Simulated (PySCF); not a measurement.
Molecule: `[SiH3][Si]([SiH3])([SiH3])[SiH3]`, H$_{12}$Si$_{5}$.

Atoms are numbered as in `[SiH3:1][Si:2]([SiH3:3])([SiH3:4])[SiH3:5]`. Each H is labelled by its parent atom.

Geometry PBE0-D3(BJ)/def2-SVP throughout; GIAO in PySCF, gas phase, one conformer, non-relativistic; equivalent atoms averaged; basis pcSseg-1.

(1) How do the shifts δ (against TMS at the same level) depend on the functional? (ppm; last column core-seconds on shared hosts with different chips, so compare them loosely)

(2) Which nucleus moves most, in ppm?

Answers

(1) 
```tsv
functional	kind	Si1/Si3/Si4/Si5	Si2	H(Si1)/H(Si3)/H(Si4)/H(Si5)	core-s
HF	Hartree–Fock	-87.9	-148.3	3.51	12
LDA	LDA	-110.1	-158.9	3.96	22
PBE	GGA	-102.4	-157.2	3.83	30
BLYP	GGA	-100.6	-143.3	3.72	30
BP86	GGA	-100.9	-154.0	3.83	29
OPBE	GGA	-94.8	-162.0	3.81	29
KT2	GGA	-100.9	-151.3	3.79	28
KT3	GGA	-94.4	-145.7	3.65	28
B97-D	GGA	-95.1	-143.5	3.69	29
B3LYP	global hybrid	-97.8	-145.7	3.67	23
PBE0	global hybrid	-98.6	-159.1	3.75	46
mPW1PW91	global hybrid	-96.7	-158.1	3.72	23
WP04	global hybrid	-81.6	-123.2	3.21	23
B97-2	global hybrid	-94.7	-153.4	3.68	25
BHandHLYP	global hybrid	-93.9	-146.4	3.58	26
CAM-B3LYP	range-separated hybrid	-100.0	-150.4	3.62	35
wB97X-D	range-separated hybrid	-98.7	-160.6	3.70	35
LC-wPBE	range-separated hybrid	-100.0	-168.9	3.62	41
```

(2) Si2 (silicon bonded to 4 Si): from -168.9 ppm with LC-wPBE to -123.2 ppm with WP04. The smallest spread is 0.76 ppm, at H(Si1)/H(Si3)/H(Si4)/H(Si5).
